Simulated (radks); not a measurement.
The numbers below are computed, except where a source is named.
Problem. Isoelectronic series with 36 electrons, all held in the configuration [Kr], which need not be the ground one along the series. Code: a radial shooting solver on a logarithmic mesh with Libxc functionals. Model: scalar-relativistic Kohn-Sham, PBEsol, spin-polarised, spherical densities, finite nucleus; Fermi nuclear charge, rms radius of each element as measured or else 0.836 A^(1/3) + 0.57 fm. Total energies (hartree) and orbital eigenvalues (eV):

| ion | E (hartree) | 4p | 4s | 3d |
|---|---|---|---|---|
| Kr | -2788.45501 | -9.2396 | -23.0421 | -81.3982 |
| Sr2+ | -3176.92627 | -36.5057 | -54.7060 | -142.0626 |
| Zr4+ | -3593.61767 | -72.7832 | -95.5446 | -217.5760 |
| Nb5+ | -3812.57975 | -93.9844 | -119.0877 | -260.4854 |
| Mo6+ | -4038.64730 | -117.1448 | -144.6361 | -306.7183 |
| Tc7+ | -4271.84847 | -142.2254 | -172.1556 | -356.2206 |
| Ru8+ | -4512.20728 | -169.1982 | -201.6229 | -408.9521 |
| Rh9+ | -4759.75746 | -198.0423 | -233.0223 | -464.8818 |
| Pd10+ | -5014.52868 | -228.7423 | -266.3430 | -523.9858 |
| Ag11+ | -5276.55678 | -261.2864 | -301.5789 | -586.2451 |
| Cd12+ | -5545.87421 | -295.6662 | -338.7264 | -651.6445 |
| In13+ | -5822.52369 | -331.8751 | -377.7849 | -720.1717 |
| Sn14+ | -6106.54002 | -369.9088 | -418.7554 | -791.8169 |

Estimate the row of Rb+.

Solution. E (hartree) -2979.16640; 4p -21.6417; 4s -37.6194; 3d -109.7393.
